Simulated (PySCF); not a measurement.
C₆ coefficients of unlike pairs at PBE0

Calculated with PySCF 2.14 from the dipole response of each species, C₆(A,B) = (3/π) ∫ α_A(iu) α_B(iu) du, in atomic units, from isotropic polarisabilities. For ions this is the dispersion term alone; charge-induced terms of lower order in 1/R come first.

| species | configuration | basis | relativity | α (bohr³) | C₆ (like pair) |
| --- | --- | --- | --- | --- | --- |
| Mo | [Kr] 4d5 5s1 (7S) | aug-cc-pVTZ-PP with one added diffuse shell each of s, p, d, f, g type with ECP28MDF (7s7p6d4f3g) | core potential | 78.40 | 828.1 |
| Nb⁺ | [Kr] 4d4 (5D) | aug-cc-pwCVTZ-PP with ECP28MDF (8s8p7d4f3g) | core potential | 27.82 | 181.6 |
| Cs⁺ | [Xe] (1S) | x2c-TZVPPall with one added diffuse shell each of s, p, d type (12s8p7d2f1g) | spin-free X2C | 15.61 | 132.7 |
| F | [He] 2s2 2p5 (2P) | aug-cc-pCVTZ-DK with one added diffuse shell each of s, p, d, f type (8s7p5d3f) | spin-free X2C | 3.877 | 10.33 |

Task: Estimate C₆ for Cs⁺ with Nb⁺.

Result: The integral gives 149.5. The combination rule 2 C_A C_B / (C_A α_B/α_A + C_B α_A/α_B) gives 142.4 and the geometric mean 155.2.

No spin-orbit coupling is included.

The other pairs:

```
   pair     C₆
 F, Cs⁺  36.67
 F, Nb⁺  40.39
Cs⁺, Mo  286.2
Nb⁺, Mo  374.7
  F, Mo  75.34
```
